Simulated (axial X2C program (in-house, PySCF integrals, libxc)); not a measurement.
**Nuclear properties of InB⁺**

Computed with an axial X2C code built on PySCF integrals: two-component X2C with atomic mean-field Coulomb and Gaunt terms, Gaussian nuclei, basis In dyall-cv3z, B dyall-v3z with contracted cores.

R = 3.000 Å (near the PBE0 minimum at charge 1 of the determinant lowest at the starting distance; the state shown can have its own minimum elsewhere).

Determinant lowest in the PBE0 search, Ω = 1/2 (⟨Sz⟩ = 0.50, ⟨Lz⟩ = 0.00 at PBE0), spin on the atoms In 0.11, B 0.39:

```
level  Eeff magnitude (GV/cm)  Ws magnitude In (kHz)  A∥/gI In (MHz)  qzz In (a.u.)  A∥/gI B (MHz)  qzz B (a.u.)
 PBE0                    5.43                    6.3             291          -1.96           63.2         -0.56
   HF                    9.22                   10.8            -145          -1.57           63.4         -0.57
B3LYP                    4.84                   5.62             352          -1.94           87.1         -0.59
  PBE                    4.54                   5.26             409          -2.10           69.1         -0.57
 BP86                    4.56                   5.28             392          -2.15           75.7         -0.57
```

Determinant 0.57 eV from it at PBE0 and this distance, Ω = 3/2 (⟨Sz⟩ = 0.50, ⟨Lz⟩ = 1.00 at PBE0), spin on the atoms In 0.03, B 0.47:

| level | Eeff magnitude (GV/cm) | Ws magnitude In (kHz) | A∥/gI In (MHz) | qzz In (a.u.) | A∥/gI B (MHz) | qzz B (a.u.) |
| --- | --- | --- | --- | --- | --- | --- |
| PBE0 | 1.11 | 0.416 | -26.2 | -0.20 | 44.2 | 0.29 |
| HF | 5.12 | 1.98 | -50.2 | -0.39 | 83.7 | 0.29 |
| B3LYP | 0.768 | 0.284 | -3.69 | -0.14 | 50.5 | 0.30 |
| PBE | 0.833 | 0.307 | -11.8 | -0.03 | 39.7 | 0.28 |
| BP86 | 0.804 | 0.296 | -14.1 | 0.00 | 41.3 | 0.28 |

Eeff is the effective electric field on the electron electric dipole moment in this Ω state and Ws the scalar–pseudoscalar constant of the nucleus named (defined with the proton number Z and per Ω); A∥ (defined per Ω) follows by multiplying with gI = μI/(I μN); qzz is the electric field gradient, eQq0 = 234.96 MHz × Q/barn × qzz. The operators were transformed with the bare-nucleus X2C matrices; with these basis sets, hyperfine constants and field gradients can be off by tens of per cent, and where levels differ in sign neither size nor sign is settled.

Question: With Q(115In) = 0.772 barn, gI(11B) = 1.7924, Q(11B) = 0.04059 barn (g factors from the IAEA table of nuclear moments by Stone; Q from Pyykkö, Mol. Phys. 2018), turn the PBE0 values of the first state into constants in MHz.

Answer: eQq0(115In) = 234.96 × (0.772) × (-1.96) = -356 MHz; A∥(11B) = 63.2 × 1.7924 = 113 MHz; eQq0(11B) = 234.96 × (0.04059) × (-0.56) = -5.34 MHz.

Each state is one determinant with collinear spin. Unrestricted Hartree–Fock can overshoot spin polarisation at the nuclei. Where Eeff spreads by more than a factor of two the levels disagree and none is to be relied on. The search compared states at one distance, so a state with another bond length can lie lower. Where a field gradient or hyperfine factor spreads by more than a factor of two over the levels, a constant derived from it is not to be relied on. PBE0 term energies can be off by some tenths of an eV.
